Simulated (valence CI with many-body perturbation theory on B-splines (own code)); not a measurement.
# S²⁺ in three bases

Computed by valence CI with perturbative core correlation (CI+MBPT): four valence electrons over a frozen Dirac-Fock core [Ne], a basis of 9 s, 9 p, 8 d, 6 f, 3 g, 1 h functions for each j, with the one-electron correlation potential Σ1, the two-electron term Σ2, the three-electron term Σ3, Breit, model QED; selected CI, second order for the rest, scaled by the run's own slope (own B-spline code, finite nucleus).

Against 33 measured levels this calculation errs by 74 cm⁻¹ on average and by 247 at most. These come from a selection out of NIST levels in Podobedova, Kelleher and Wiese, J. Phys. Chem. Ref. Data 38, 171 (2009). Levels without a partner in it may be off by more. Among the levels kept, up to 440 cm⁻¹ of a level comes from second order outside the variational space, and about a tenth of that is noise between levels of different J, which matters for small intervals. 1 measured level below the end of the list, from 164141 cm⁻¹ on, found no clear computed partner, and computed levels of the same name lie up to 1859 cm⁻¹ from them.

The reference run has the lowest level 3s²3p² ³P_0 and an ionisation energy of 34.8256 eV. Its largest variational space holds 20665 state functions.

Names give the largest LS component (configuration and term), which can be under half, so a name can repeat, a term be missing and a line seem to break the LS rules; names also repeat where a configuration has a term twice.

Changed runs:
A. basis 6 s, 6 p, 5 d, 3 f, 1 g
B. basis 5 s, 5 p, 4 d, 2 f

Excitation energies of the reference run in cm⁻¹, and shifts in cm⁻¹:

```csv
Level,Reference,A,B
3s²3p² ³P_1,299,-0.5,-0.9
3s²3p² ³P_2,834,-0.2,-0.3
3s²3p² ¹D_2,11416,+81,+322
3s²3p² ¹S_0,27352,+125,+426
3s3p³ ⁵S°_2,58448,-143,-417
3s3p³ ³D°_1,83920,-4.7,+62
3s3p³ ³D°_2,83948,-4.8,+62
3s3p³ ³D°_3,84001,-4.1,+63
3s3p³ ³P°_2,98742,+53,+257
3s3p³ ³P°_1,98762,+53,+258
3s3p³ ³P°_0,98768,+53,+259
3s²3p3d ¹D°_2,104071,+67,+244
Ionisation energy (eV),34.8256,-0.0118,-0.0336
```
